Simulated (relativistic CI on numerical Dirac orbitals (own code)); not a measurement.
Ba26+: sensitivity of the levels to the model

Base calculation: Dirac-Coulomb-Breit CI, KLI orbitals optimised for each configuration, model QED (radiative potential, 1s self-energy scaled to tabulated hydrogen-like ionisation energies), unscaled Slater integrals.

Configurations in the expansion (outside the closed core [Ar]): 3d¹⁰4s², 3d¹⁰4s4p, 3d¹⁰4p², 3d¹⁰4s4d, 3d¹⁰4d², 3d¹⁰4s4f, 3d¹⁰4p4d, 3d¹⁰4f², 3d¹⁰4p4f, 3d¹⁰4d4f, 3d¹⁰4s5s, 3d¹⁰4s5p, 3d¹⁰4s5d, 3d¹⁰4s5f, 3d¹⁰4s5g, 3d¹⁰4s6s, 3d¹⁰4s6p, 3d¹⁰4s6d, 3d¹⁰4s6f, 3d¹⁰4s7s, 3d⁹4s²4p, 3d⁹4s²4d, 3d⁹4s²4f, 3d⁹4s²5s, 3d⁹4s²5p, 3d⁹4s²5d. Double excitations out of closed p, d and f shells are left out; levels of such configurations are missing from the list, as are those of other unlisted configurations, and high levels can miss mixing partners. These lack a partner that the ground configuration has and come out too high: 3d⁹4s²4p, 3d⁹4s²4d, 3d⁹4s²4f, 3d⁹4s²5s, 3d⁹4s²5p.

Variants: (1) configuration mixing switched off. Shifts of the energy above 3d¹⁰4s² ¹S0, in cm⁻¹, for the lowest level and the first level of each name with at least 55 % of one term (blank where a level changes its place among those of its configuration and J or its character, or is not in the variant):

```csv
Level,Base,Δ(1)
3d¹⁰4s² ¹S0,0,0
3d¹⁰4s4p ³P°0,398679,-13030
3d¹⁰4s4p ³P°1,426325,-11009
3d¹⁰4s4p ³P°2,575443,-12848
3d¹⁰4s4p ¹P°1,677673,+2320
3d¹⁰4p² ³P0,927428,-13521
3d¹⁰4p² ³P1,1074440,-12305
3d¹⁰4p² ¹D2,1079603,+7149
3d¹⁰4p² ³P2,1245573,+8655
3d¹⁰4p² ¹S0,1322128,-10698
3d¹⁰4s4d ³D1,1360701,-12524
3d¹⁰4s4d ³D2,1372306,-14057
3d¹⁰4s4d ³D3,1395544,-12348
3d¹⁰4s4d ¹D2,1477971,-40103
3d¹⁰4p4d ³F°2,1781630,-11949
3d¹⁰4p4d ³F°3,1852338,-8688
3d¹⁰4p4d ³D°1,1870975,-14092
3d¹⁰4p4d ³F°4,1986495,-8548
3d¹⁰4p4d ³P°0,2016054,-13525
3d¹⁰4p4d ³P°1,2021195,-13189
3d¹⁰4p4d ¹P°1,2122859,-15534
3d¹⁰4s4f ³F°2,2219241,-18617
```

At this charge energies of transitions that change n are usually good to better than 1 %, and those within a shell (Δn = 0) to a few per cent.

Ionisation energy from the two ground configurations alone: base 934.571 eV. The NIST ASD value (theoretical) is 935 eV.

LS names give the leading component of a level, which can be under half, so a name can repeat, a term be missing and a line seem to break the LS rules.
